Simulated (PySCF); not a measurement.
Compound: CH5FGeS.
Bonds: C1–S2, S2–Ge3, Ge3–F4. Hydrogens: H5, H6, H7 on C1; H8, H9 on Ge3.

Method: PySCF, PBE0-D3(BJ)/def2-SVP geometry optimisation, gas phase; density fitting, grid level 1; the optimiser is geomeTRIC in internal coordinates, started from a GFN2-xTB structure with every atom displaced at random (about 0.01 Å).

Geometry at step 0:
```
atom  x, y, z in Å
C1      1.5762   -0.0385    0.1814
S2      0.3465   -1.1288    0.9928
Ge3    -1.5241   -0.2026    0.2505
F4     -1.3204    1.5370    0.5446
H5      2.5327   -0.3373    0.5065
H6      1.4819   -0.1114   -0.9042
H7      1.3789    1.0116    0.4789
H8     -2.7195   -0.5717    1.0325
H9     -1.6945   -0.1754   -1.2234
```

Task: What forces act on the atoms?

Result: 
```json
{"atom": "C1", "Fx (eV/Å)": "-2.118", "Fy (eV/Å)": "1.018", "Fz (eV/Å)": "-0.283"}
{"atom": "S2", "Fx (eV/Å)": "-0.133", "Fy (eV/Å)": "-0.110", "Fz (eV/Å)": "0.021"}
{"atom": "Ge3", "Fx (eV/Å)": "1.285", "Fy (eV/Å)": "1.438", "Fz (eV/Å)": "0.458"}
{"atom": "F4", "Fx (eV/Å)": "-0.012", "Fy (eV/Å)": "-0.487", "Fz (eV/Å)": "0.031"}
{"atom": "H5", "Fx (eV/Å)": "1.512", "Fy (eV/Å)": "-0.560", "Fz (eV/Å)": "0.498"}
{"atom": "H6", "Fx (eV/Å)": "0.176", "Fy (eV/Å)": "-0.086", "Fz (eV/Å)": "-0.242"}
{"atom": "H7", "Fx (eV/Å)": "0.152", "Fy (eV/Å)": "-0.342", "Fz (eV/Å)": "-0.060"}
{"atom": "H8", "Fx (eV/Å)": "-0.802", "Fy (eV/Å)": "-0.576", "Fz (eV/Å)": "0.624"}
{"atom": "H9", "Fx (eV/Å)": "-0.061", "Fy (eV/Å)": "-0.295", "Fz (eV/Å)": "-1.048"}
```

The largest, 2.37 eV/Å, acts on C1; the rms over all components is 0.756 eV/Å. The forces sum to zero within rounding, as they must for an isolated molecule in no field.

Task: Give the force on C1 in Eh/bohr and in nN.

Result: 2.367 eV/Å ÷ 51.422 = 0.04603 Eh/bohr, and 2.367 eV/Å × 1.602 = 3.79 nN.

Task: How far is this geometry from the end of the optimisation?

Result: 0.179 eV above it, and 0.233 Å rms away after alignment. The bonds farthest from their final lengths, with half the difference of the two atoms' forces along the bond (positive lengthens):

```tsv
bond	now (Å)	final (Å)	force along bond (eV/Å)
Ge3–H8	1.475	1.532	+1.14
Ge3–H9	1.484	1.537	+0.81
C1–H5	1.053	1.098	+1.99
Ge3–F4	1.776	1.748	-1.05
S2–Ge3	2.215	2.195	-0.35
C1–H7	1.109	1.098	-0.82
```

The angle farthest from its final value is F4–Ge3–H9, 99.2° against 104.5°.

Of the 6 listed bonds off by 0.010 Å or more, this force points towards the final length in 6.

What follows is the cost of the whole optimisation. Time: 46 s wall; peak memory 0.43 GiB. Hardware: one thread of an Arm Neoverse V2, no GPU, shared host.
